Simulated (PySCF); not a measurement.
## Mo: excitation energy

Mo [Kr] 4d5 5s1 (7S) → Mo [Kr] 4d5 5p1 (7P), as a difference of total energies. Computed with PySCF 2.14 in aug-cc-pVTZ-DK (9s8p6d3f2g, 102 functions), with the spin-free X2C one-electron Hamiltonian (Gaussian nucleus). Correlated levels: valence: [Kr] frozen. The calculations carry no spin-orbit coupling.

```csv
method,excitation energy (eV)
UHF,2.874
MP2 (valence),3.124
SCS-MP2 (valence),2.958
CCSD (valence),3.109
CCSD(T) (valence),3.116
```

Task: How much does correlation contribute at CCSD(T) (valence)?

Result: 3.116 − (2.874) = 0.242 eV, measured against UHF.

A first-order spin-orbit estimate (lowest level to lowest level, LS coupling) adds -0.041 eV.
